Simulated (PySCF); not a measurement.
Species: C6H10NO (doublet state).
Numbering: `[CH2:1][C@@:2]([CH3:3])([CH:4]=[CH2:5])[NH:6][CH:7]=[O:8]` (hydrogens: H9, H10 on C1; H11, H12, H13 on C3; H14 on C4; H15, H16 on C5; H17 on N6; H18 on C7)

Cartesian coordinates in Å at the GFN2-xTB level; atoms count from 1:
```xyz
18
C6H10NO angstrom
C      0.6981    1.0741   -0.9083
C     -0.0932    0.3181    0.0825
C     -0.3693    1.1398    1.3464
C     -1.3852   -0.0392   -0.6229
C     -1.5959   -1.1428   -1.3212
N      0.6163   -0.9130    0.4621
C      1.9517   -0.9667    0.5149
O      2.7043   -0.0825    0.1853
H      0.9918    0.5971   -1.8212
H      0.9123    2.1125   -0.7658
H     -0.8988    2.0538    1.0930
H      0.5736    1.4015    1.8199
H     -0.9725    0.5670    2.0482
H     -2.1409    0.7312   -0.5723
H     -0.8513   -1.9161   -1.4129
H     -2.5222   -1.3101   -1.8436
H      0.0572   -1.6744    0.8137
H      2.3149   -1.9438    0.8904
```

The hyperfine couplings belong to this conformer and change with its torsions.

Computed with PySCF, UKS B3LYP, pcH-1 on C H N O, non-relativistic, mean-field spin-orbit, GIAO. One conformer (not necessarily the lowest) at the GFN2-xTB geometry, without solvent, vibrations or thermal averaging. Couplings are sensitive to structure, and on GFN2-xTB geometries they can be far from those on DFT ones. No stability test was run, so a lower SCF solution isn't excluded.

(1) What is the g tensor, term by term?

(2) What are the electron Larmor frequencies g μB B/h along the three axes at 330 mT?

(3) How much does each term add to the isotropic shift?

(4) At 34.132 GHz, how far is the centre of the isotropic spectrum from where a free electron (g = 2.002319) resonates?

(5) In a frozen sample, at which fields do the three g values resonate at 9.5, 34, 94 and 263 GHz (hyperfine left aside), and which band first spreads them over more than twice a line width of 0.5 mT?

## Answers

(1) 
```csv
Δg (ppm),1,2,3
relativistic mass correction,-168,-168,-168
gauge correction,39,35,38
orbital Zeeman/spin–orbit,-256,122,884
total,-385,-11,754
```

So g = 2.00193, 2.00231, 2.00307 and g_iso = 2.00244; the tensor is rhombic: the two nearest values differ by 33 % of g3 − g1. Axes: g3 points within 6° of the C1–H9 bond.

(2) 9.2465, 9.2482, 9.2517 GHz for g1, g2 and g3, a range of 5.3 MHz.

(3) The orbital-Zeeman/spin–orbit term 250, the mass correction -168 and the gauge correction 37 ppm, for a total of 119 ppm. The orbital-Zeeman/spin–orbit term is the largest in size. The mass correction is the same along every axis, so the anisotropy comes from the other two: their spans along these axes are 4 (gauge) and 1140 ppm (orbital Zeeman/spin–orbit).

(4) B = hν/(g μB) with μB/h = 13.99624 MHz/mT gives 1217.91 mT for the free electron and 1217.84 mT at g_iso, 0.07 mT lower.

(5) 
| band | GHz | B(g3) mT | B(g2) mT | B(g1) mT | spread mT |
| --- | --- | --- | --- | --- | --- |
| X | 9.5 | 338.86 | 338.99 | 339.05 | 0.19 |
| Q | 34.0 | 1212.75 | 1213.21 | 1213.44 | 0.69 |
| W | 94.0 | 3352.89 | 3354.17 | 3354.80 | 1.91 |
| J | 263.0 | 9380.96 | 9384.55 | 9386.30 | 5.33 |

The spread grows in proportion to the frequency. W band is the first where it exceeds 1.0 mT.

The largest Mulliken spin populations are on C1 (+1.00) and C5 (+0.10). No atom but C1 exceeds +0.15. The angles at C1 add up to 359.8°, so it is planar; its axial dipolar tensor and the negative couplings of its protons fit spin in a p orbital normal to that plane.

The HOMO–LUMO gaps are 5.12 eV among the α and 5.52 eV among the β orbitals.

Hardware: an Arm Neoverse V1 with one thread, shared host. Cost: 95 s of wall time (with the writing of density and orbital grids), 0.97 GiB resident at most.
